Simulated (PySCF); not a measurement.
Ge(H)2(Me)(Vi), SMILES C=[CH][GeH2][CH3] (C₃H₈Ge), singlet, CAM-B3LYP/def2-SVP optimised geometry.

```
12

Ge     0.11    -1.34     0.00
C     -0.56    -2.30    -1.56
C     -0.53     0.49     0.00
C     -1.31     1.01    -0.95
H     -0.35    -2.05     1.29
H      1.65    -1.34     0.00
H     -0.21    -1.83    -2.49
H     -0.20    -3.34    -1.55
H     -1.66    -2.32    -1.57
H     -0.23     1.14     0.83
H     -1.65     0.42    -1.81
H     -1.65     2.05    -0.92
```

Density from CAM-B3LYP/def2-TZVP run with PySCF at that geometry.

Minimum of the electron density along straight lines between bonded atoms, close to the bond critical point (lines longer than 1.1 times the sum of covalent radii, or with two minima, are not listed):

| bond | length / Å | ρ at the minimum / e bohr⁻³ | ∇²ρ there / e bohr⁻⁵ | position (fraction from the first atom) |
|---|---|---|---|---|
| Ge1–C2 | 1.952 | 0.129 | [?] | 0.47 |
| Ge1–C3 | 1.944 | 0.130 | [?] | 0.47 |
| C3–C4 | 1.333 | 0.352 | -1.07 | 0.50 |
| Ge1–H5 | 1.541 | 0.132 | 0.06 | 0.59 |
| Ge1–H6 | 1.541 | 0.132 | 0.06 | 0.59 |
| C2–H7 | 1.099 | 0.270 | -0.89 | 0.64 |
| C2–H8 | 1.099 | 0.270 | -0.89 | 0.64 |
| C2–H9 | 1.099 | 0.270 | -0.89 | 0.64 |
| C3–H10 | 1.097 | 0.276 | -0.95 | 0.65 |
| C4–H11 | 1.095 | 0.279 | -0.98 | 0.65 |
| C4–H12 | 1.095 | 0.278 | -0.98 | 0.65 |

Problem. Complete the blanks.

Solution. 
- Ge1–C2, ∇²ρ there / e bohr⁻⁵: 0.09
- Ge1–C3, ∇²ρ there / e bohr⁻⁵: 0.12
